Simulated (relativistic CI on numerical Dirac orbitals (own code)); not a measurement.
# Re5+ (5d2) in a crystal field

Calculated by Dirac-Coulomb-Breit CI, separate exchange-only KLI orbitals for each configuration, model QED (radiative potential, 1s self-energy scaled to tabulated hydrogen-like ionisation energies), valence Slater integrals scaled by 0.7, one configuration in a parametric crystal field (own radial code).

Field parameters in Wybourne normalisation: Td as Oh with Dq negative (B⁴₀ = 21Dq, B⁴₄ = √(5/14) B⁴₀). The field is a parameter set, without covalency.

S is read from ⟨S²⟩ = S(S + 1).

Levels (cm⁻¹, degeneracy): 0 (3), 8156 (2), 17039 (1), 18844 (1), 19360 (3), 20471 (3), 21435 (2), 26880 (3), 26906 (3), 28295 (1), 28349 (2), 29579 (3).

**Question.** Which field gives this pattern?
A. Td, 10Dq = -4450 cm⁻¹
B. Td, 10Dq = -8000 cm⁻¹
C. Td, 10Dq = -18650 cm⁻¹
D. Td, 10Dq = -11550 cm⁻¹

**Answer.** C. Td, 10Dq = -18650 cm⁻¹, ground level with S = 0.99.
